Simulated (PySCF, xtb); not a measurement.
Ga(F)(Br)(OH) (BrFGaHO), SMILES [Ga]([Br])([OH])[F].

GFN2-xTB in xtb at its own geometry gives an orbital gap of 3.87 eV and a dipole moment of 3.57 D.

Geometry: PBE0-D3(BJ)/def2-SVP. The structure was generated by enumeration; whether it is a known compound was not checked. The values are those of a single conformer.

**Question.** What does PBE/def2-TZVPD (PySCF) give? (The exact figures need the calculation; the answer reports its results.)

**Answer.** gap 4.93 eV (levels -7.76 and -2.83 eV), dipole 0.91 D.
